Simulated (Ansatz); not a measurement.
The same path of ClH3OSn (6 atoms, charge 0, multiplicity 1) was run 3 times with different band settings. Lost on the way: Sn1–H4. Made: O2–H4.

The calculation used RKS PBE-D4/def2-SVP (Ansatz).

Relaxed end points:

```xyz
6
Properties=species:S:1:pos:R:3
Sn 0.397 -0.071 0.024
O 0.761 -0.099 1.993
H -0.078 -0.123 2.495
H 1.957 0.101 -0.670
Cl -0.887 1.871 -0.456
H -0.576 -1.414 -0.460
```

```xyz
6
Properties=species:S:1:pos:R:3
Sn 0.491 0.415 -1.002
O 1.211 0.018 1.291
H 0.414 0.546 1.578
H 0.957 -0.905 1.494
Cl -1.280 1.448 0.432
H -0.218 -1.257 -0.865
```

Common settings: climbing image yes; optimiser quadratic models (default); start path through a guess of the saddle point; force threshold 0.05 eV/Å; iteration limit 60; end points relaxed.

| run | movable images | spring |
| --- | --- | --- |
| 1 | 7 | 5.0 eV/Å² |
| 2 | 2 | 5.0 eV/Å² |
| 3 | 7 | 0.5 eV/Å² |

(1) What does each run give, and how far can it be trusted?

Answers

(1) Run 1: converged after 11 iterations, highest image 1.621 eV above the first end. Neighbouring images differ by up to 1.7 eV, so the band resolves the path poorly. A vibrational analysis at the climbing image gives one clearly imaginary mode, 1053i cm⁻¹: a first-order saddle point.
Run 2: converged after 19 iterations, highest image 1.621 eV above the first end. Neighbouring images differ by up to 2.0 eV, so the band resolves the path poorly. Another band between the same ends (7 images) ends at a top of the same energy, where a vibrational analysis finds 1 clearly imaginary mode. So few images can step over the top or miss a turn of the path.
Run 3: converged after 15 iterations, highest image 1.621 eV above the first end. Neighbouring images differ by up to 1.7 eV, so the band resolves the path poorly. Another band between the same ends (7 images) ends at a top of the same energy, where a vibrational analysis finds 1 clearly imaginary mode.
The orbitals stay closed-shell, which can raise the energy where a bond breaks towards radicals; this wasn't checked here.
